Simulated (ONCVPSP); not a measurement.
## Pseudopotential generation for lutetium (Lu): ONCV, PBE, fully relativistic.

Lu (Z = 71), optimised norm-conserving Vanderbilt (ONCV), made with ONCVPSP 4.0.1 (PBE, fully relativistic). Core [Kr] 4d10, reference 4f14 5s2 5p6 5d1 6s2. Waves: 5s+6s: rc 1.90 bohr, ncon 4, nbas 9, qcut 6.3 1/bohr, 2 projectors; 5p: rc 1.45 bohr, ncon 3, nbas 7, qcut 4.5 1/bohr, 2 projectors, debl 2.1 Ha; 5d: rc 2.90 bohr, ncon 4, nbas 9, qcut 5.8 1/bohr, 2 projectors, debl 3.2 Ha; 4f: rc 1.05 bohr, ncon 5, nbas 9, qcut 19 1/bohr, local. Local part: the f channel. Core correction: Teter function, fcfact 5.75, rcfact 1.4.

Open shells are filled in proportion to 2j + 1.

Calculated quality:

```
Cutoffs needed             : 146 Ha and 160 Ha (the cutoffs (Ha) at which the residual kinetic energy of the hardest occupied pseudo-wave falls to 1 and 0.1 mHa per electron)
Ghost test                 : ghosts flagged at negative energy: s at -726.7 eV, p3/2 at -296.0 eV, d5/2 at -691.3 eV, p1/2 at -244.7 eV, d3/2 at -273.8 eV; GHOST(+) flagged for s at 128.3 eV; a true bound ghost makes a file unfit for plane-wave use
Configuration tests        : 2 of 4 tests not solved or not reliable
rms error of d²Exc/dni dnj : 5.68 mHa without and 2.64 mHa with the model core
```

Note: ghosts flagged at negative energy: s at -726.7 eV, p3/2 at -296.0 eV, d5/2 at -691.3 eV, p1/2 at -244.7 eV, d3/2 at -273.8 eV; GHOST(+) flagged for s at 128.3 eV. A true bound ghost makes a file unfit for plane-wave use. The potential misses its own reference levels by up to 0.9 eV.

Generation and tests took about 8.8 s on one core of a shared server CPU.
